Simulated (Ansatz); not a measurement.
`[SiH3][GaH][O][SbH2]` + NH₃ → `[NH2][GaH][SiH3]` + `[OH][SbH2]` at 400 K and 1 bar (ligand exchange at a Ga–O bond).

Gas-phase electronic energies from Ansatz, PBE0-D4/def2-TZVP geometries. CBS: MP2 limit from def2 TZ/QZ plus the TZ coupled-cluster correction, frozen cores. This one scheme is used for every species. def2 core potentials past Kr. For Ga, Sb outer-core shells are correlated without core-valence functions, which leaves a few kJ/mol of doubt a bond. Scalar relativity is left out up to krypton. One conformer a species, not always the lowest.

```tsv
species	CCSD(T)/CBS energy (Eh)	H − E (kJ/mol)	S (J/(mol·K))
`[SiH3][GaH][O][SbH2]`	-2531.82516	167.0	448.2
NH₃	-56.50880	104.2	203.1
`[NH2][GaH][SiH3]`	-2271.34304	180.6	371.9
`[OH][SbH2]`	-316.98030	89.2	295.3
```

H − E and S are ideal-gas, rigid-rotor, harmonic terms from PBE0-D4/def2-TZVP, for one conformer and one mirror image of each species. 1 Eh = 2625.50 kJ/mol, R = 8.31446 J/(mol·K).

Q: By hand: ΔE, ΔH, ΔS and ΔG.

A: ΔE = (-2271.34304) + (-316.98030) − (-2531.82516) − (-56.50880) = 0.01062 Eh = 27.9 kJ/mol. Δ(H − E) = 180.6 + 89.2 − 167.0 − 104.2 = -1.4, so ΔH = 26.5 kJ/mol. ΔS = 371.9 + 295.3 − 448.2 − 203.1 = 15.9 J/(mol·K). ΔG = 26.5 − 400 × (15.9)/1000 = 20.1 kJ/mol.

Q: By hand: the equilibrium constant, and the temperature at which ΔG would vanish if ΔH and ΔS stayed fixed.

A: log₁₀ K = −ΔG/(RT ln 10) = -2.6. ΔG = 0 at ΔH/ΔS = 1667 K, though so small a ΔS makes that figure unsure.

ΔH outweighs TΔS. A doubt of 5 kJ/mol in ΔE shifts log₁₀ K by 0.7 here. Other conformers and mirror images would add mixing entropy, several J/(mol·K) or more a flexible species. Modes under 60 cm⁻¹, often nearly free rotors, make the harmonic entropy too high. These are equilibria of isolated gas molecules and say nothing of rates. Largest T1 diagnostic: 0.016 (customary marks: 0.02 for closed shells, 0.045 for open ones).
